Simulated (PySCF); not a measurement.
**Deuteron quadrupole couplings in `F[C@@H](C#C[SiH3])CC(F)(F)F`**

Compound: C5H6F4Si.
Cartesian coordinates in Å at the GFN2-xTB level; atoms count from 1:
```
atom  x, y, z in Å
F1    -0.596    2.539    0.300
C2    -0.656    1.275   -0.261
C3     0.636    0.618   -0.149
C4     1.714    0.099   -0.018
Si5    3.368   -0.721    0.153
C6    -1.763    0.499    0.471
C7    -2.140   -0.771   -0.263
F8    -1.154   -1.677   -0.297
F9    -3.192   -1.374    0.310
F10   -2.485   -0.537   -1.539
H11   -0.920    1.426   -1.319
H12    3.315   -1.574    1.340
H13    4.359    0.346    0.307
H14    3.596   -1.499   -1.064
H15   -2.654    1.127    0.539
H16   -1.435    0.234    1.478
```

Level: PBE0/pcSseg-1 (PySCF, non-relativistic); Q(2H) = 0.00286 b; rigid geometry, the same for H and D, with no vibrational averaging.

Task: Rank these positions by the coupling χzz of a deuteron there, largest first.
A. H11 (methine hydrogen)
B. H16 (methylene hydrogen)
C. H12 (Si–H hydrogen)

Result: B (197 kHz), A (182 kHz), C (108 kHz).

Task: What are Vzz, η and χzz (234.96 MHz × Q × Vzz) at all hydrogens?

Result: 
| atom | bonded to | bond length (Å) | Vzz (au) | η | χzz (kHz) |
| --- | --- | --- | --- | --- | --- |
| H11 | C2 | 1.101 | 0.2706 | 0.05 | 182 |
| H12 | Si5 | 1.463 | 0.1607 | 0.01 | 108 |
| H13 | Si5 | 1.464 | 0.1605 | 0.01 | 108 |
| H14 | Si5 | 1.462 | 0.1614 | 0.01 | 108 |
| H15 | C6 | 1.093 | 0.2941 | 0.03 | 198 |
| H16 | C6 | 1.092 | 0.2939 | 0.03 | 197 |

Task: Average by the element that carries the hydrogen.

Result: on C: 192 kHz over 3 positions, mean bond length 1.095 Å; on Si: 108 kHz over 3 positions, mean bond length 1.463 Å.

Task: Give the 2H NMR doublet splittings at H14 for a magnetic field along the z, y and x axes of the gradient: 3χ/2, 3χ(1 + η)/4, 3χ(1 − η)/4.

Result: With |χ| = 108.5 kHz and η = 0.010: 163, 82 and 81 kHz, to first order and without motion.

The structure is a single GFN2-xTB conformer in the gas phase; no vibrational or solvent corrections. GFN2-xTB bond lengths can be off by several hundredths of an ångström, more for odd bonds, and the gradients follow them. The basis is small and wasn't made for field gradients, so the couplings can be 20 % off.
